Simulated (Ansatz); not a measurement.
The cluster GeCl₂, relaxed as a triplet with UKS B3LYP-D4/def2-TZVP in Ansatz, starting from the B3LYP-D4/def2-TZVP geometry of the neutral singlet. Force threshold 0.02 eV/Å.

The relaxation made no stability test and no search for a lower SCF solution. At B3LYP-D4/def2-TZVP a singlet of charge 0 lies 2.74 eV below the triplet, each at its own geometry. The structure comes from a short search, and lower isomers may exist.

Start:

```xyz
3

Ge   -0.4644    0.1894   -0.7944
Cl   -1.1447    0.3115    1.2991
Cl    1.6091   -0.5010   -0.5047
```

**Question.** Estimate the energy that the relaxation releases and the steps that it takes.

**Answer.** 14.4 kJ/mol, in 4 steps; 6 s on 4 threads of Arm Neoverse V2 on a shared host. No frequencies were taken in this run, so the end may be a saddle point.

**Question.** Does the start keep its bonding and symmetry?

**Answer.** By distances, no bond broke or formed. The bond that changes most is Ge1–Cl3, from 2.20 to 2.18 Å (atoms count from 1). Point group C2v at the start, C2v at the end, both within 0.05 Å.

**Question.** Predict the relaxed structure.

**Answer.** 
```xyz
3

Ge   -0.366    0.149   -0.627
Cl   -1.343    0.376    1.313
Cl    1.709   -0.525   -0.686
```
Bond lengths: 2 × Cl–Ge 2.18 Å.
